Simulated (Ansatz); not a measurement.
C3H7FSn. The species carries charge 0 and has multiplicity 1. Sn: def2 effective core potential. The bonds changed during the relaxation, so this is another structure than the one it started from. The geometry is a stationary point of PBE0-D4/def2-TZVP.

```xyz
12

C     0.088    1.493    1.239
Sn    1.480   -0.106    0.671
C    -0.272   -1.728   -0.400
C    -0.612   -0.735   -1.236
F    -1.651    0.049   -0.995
H     0.695    2.341    1.572
H    -0.539    1.179    2.075
H    -0.543    1.829    0.416
H     1.860    0.575   -0.928
H     0.484   -2.436   -0.711
H    -0.882   -1.963    0.464
H    -0.111   -0.497   -2.166
```

Problem. What is the dipole moment at PBE/def2-TZVPP? (Estimate.)

Solution. The calculation gave: 1.86 D, with components (-0.75, -1.53, -0.74) D in this frame, pointing from negative to positive charge.

Problem. And with r2SCAN, B3LYP, ωB97M-V? (An estimate is asked.)

Solution. The calculation gave: r2SCAN 2.00 D, B3LYP 2.05 D, ωB97M-V 2.17 D.

Problem. Give the Mulliken charges with PBE, B3LYP, ωB97M-V in def2-TZVPP. (Estimate.)

Solution. Computed: 
```csv
atom,PBE,B3LYP,ωB97M-V
C1,-0.57,-0.59,-0.63
Sn2,0.32,0.39,0.29
C3,-0.30,-0.34,-0.35
C4,0.08,0.12,0.12
F5,-0.12,-0.17,-0.16
H6,0.11,0.10,0.12
H7,0.11,0.10,0.13
H8,0.11,0.11,0.13
H9,-0.18,-0.22,-0.17
H10,0.17,0.17,0.19
H11,0.15,0.16,0.18
H12,0.14,0.15,0.16
```

B3LYP here is the variant with VWN-RPA as its local correlation; programs differ in this.
